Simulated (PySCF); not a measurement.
## Electron correlation in Cr (chromium, neutral)

[Ar] 3d4 4s1 5s1, high-spin 7D determinant (an excited configuration). Calculation: PySCF 2.14, in dyall-av2z (16s12p7d2f, 101 functions); no relativity, point nucleus. Frozen: [Ar]; 6 electrons correlated; the 25 highest virtual orbitals of each spin left out.

```
  level  correlation energy (mhartree)
   CCSD                         -58.27
    (T)                          -0.81
CCSD(T)                         -59.08
```

Diagnostics: T1 = 0.014, D1 = 0.0437, largest double amplitude 0.049.

The outer electron is Rydberg-like, and this basis confines it to a smaller radius and binds it less than a complete one would.

Cost of the coupled-cluster step: of the order of 10 core-seconds, for 6 correlated electrons.
